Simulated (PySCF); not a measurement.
Symmetry of computed structures. The calculation used PySCF, PBE0-D3(BJ)/def2-SVP geometry optimisation, gas phase. The symmetry is that of the one conformer found, every atom within 0.08 Å of its image; none is proved a minimum here. The geometries of the anions come from a basis without diffuse functions.

Task: What symmetry has `[CH2:1]1[CH2:2][CH2:3][CH2:4][CH2:5][CH2:6][CH2:7][CH2:8]1` with C8–C1–C2–C3 -64°, C1–C2–C3–C4 -44°, C2–C3–C4–C5 100°, C3–C4–C5–C6 -65°?

Result: Cs; asymmetric top; symmetry number 1; 2 operations, which sort the 24 atoms into 15 sets; dipole 0.04 D.

Task: Point group, rotor type and polarity of `[O:1]=[S:2](=[O:3])([O-:4])[c:5]1[cH:6][cH:7][cH:8][s:9]1` (charge -1)?

Result: Cs; asymmetric top; symmetry number 1; 2 operations, which sort the 12 atoms into 11 sets; dipole about the centre of mass 7.24 D, in the ab plane, which is the mirror; heavy atoms equivalent by symmetry: O3/O4.

Task: What symmetry has `[CH3:1][C:2]1([CH3:3])[CH2:4][CH2:5][CH2:6][CH2:7][CH2:8]1` with C1–C2–C4–C5 172°, C2–C4–C5–C6 -55°, C4–C5–C6–C7 55°, C5–C6–C7–C8 -55°?

Result: Cs; asymmetric top; symmetry number 1; 2 operations, which sort the 24 atoms into 16 sets; dipole 0.08 D; A, B, C = 3007, 1696, 1491 MHz.

Task: `[CH3:1][Se:2][Se:3][CH3:4]` with C1–Se2–Se3–C4 87°, H–C1–Se2–Se3 60° (nearest H), H–C4–Se3–Se2 -61° (nearest H): symmetry, top, dipole?

Result: C2; near-prolate asymmetric top; symmetry number 2; 2 operations, which sort the 10 atoms into 5 sets; this conformer is chiral (no improper operation); dipole 1.86 D, along b, the twofold axis; heavy atoms equivalent by symmetry: C1/C4, Se2/Se3.
